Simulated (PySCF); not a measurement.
## Working with the constants of GaPb

UHF-CCSD(T) constants of GaPb, ⁴Σ⁻ (quartet), unpaired electrons σ ↑, π ↑↑ (basis Ga cc-pVDZ-PP with ECP10, Pb cc-pVDZ-PP with ECP60; scalar-relativistic core potentials; PySCF 2.14; masses 68.9256 and 207.9766 u):

- ωe: 162.8 cm⁻¹
- ωexe: 0.395 cm⁻¹
- Be: 0.042703 cm⁻¹
- αe: 0.000152 cm⁻¹
- De to Ga + Pb: 1.78 eV

What force constant and bond length do these constants imply?

Reduced mass μred = 51.769 u; k = 5.8918×10⁻⁷·μred·ωe² (u, cm⁻¹, mdyn/Å) = 0.808 mdyn/Å; Re = √(16.8576/(μred·Be)) (u, cm⁻¹, Å) = 2.761 Å.

Estimate the centrifugal constant D from the Kratzer relation and find the Dunham coefficient a1.

D = 4Be³/ωe² = 1.18e-08 cm⁻¹; a1 = −1 − αeωe/(6Be²) = -3.26.

Correlated steps freeze 8 core orbitals. Correlated levels converge slowly with the basis: in double zeta they bind strong bonds too weakly, by up to about 1 eV, and carry superposition errors of some tenths. Spin–orbit coupling is left out, which matters for elements this heavy, above all for dissociation energies. The state was picked by a PBE0 search and need not be the measured ground state.
